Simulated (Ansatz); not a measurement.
`OC[SiH2][SbH2]` + HBr → `OC[SiH2]Br` + `[SbH3]`  (cleavage of the Si–Sb bond)

Computed with Ansatz on PBE0-D4/def2-TZVP structures; ΔE is electronic, products minus reactants. CBS: MP2 limit from def2 TZ/QZ plus the TZ coupled-cluster correction, frozen cores. DFT in def2-TZVPP. def2 core potentials past Kr. For Br, Sb outer-core shells are correlated without core-valence functions, which leaves a few kJ/mol of doubt a bond. Scalar relativity is left out up to krypton. One conformer a species, not always the lowest.

| level | ΔE (kJ/mol) |
| --- | --- |
| ωB97X-V | -65.7 |
| B2PLYP | -65.0 |
| PBE0 | -59.8 |
| MP2/def2-TZVPP | -61.9 |
| CCSD(T)/def2-TZVPP | -61.4 |
| HF/def2-QZVPP | -82.1 |
| HF/CBS(def2) | -82.1 |
| CCSD/CBS(def2) | -62.6 |

(1) What does CCSD(T)/CBS give? (Best estimate.)

Largest T1 diagnostic among the species: 0.014.

## Answers

(1) Computed: -59.6 kJ/mol. The listed levels differ from it by -6.1, -5.4, -0.2, -2.3, -1.8, -22.5, -22.5, -3.0 kJ/mol.

From PBE to PBE0 (25 % exact exchange), in def2-TZVPP and without D4, ΔE moves by −4.6 kJ/mol. The D4 term adds +4.8 kJ/mol with B3LYP and +3.0 kJ/mol with PBE0; it sums over pairs of atoms, weighted by their polarisabilities, and B3LYP, whose exchange is more repulsive, gets the larger term. In def2-TZVPP, CCSD(T) changes the Hartree–Fock value by +21.0 kJ/mol (the triples alone add +3.0 kJ/mol) and MP2 by +20.5 kJ/mol.

B3LYP here is the variant with VWN-RPA as its local correlation; programs differ in this.
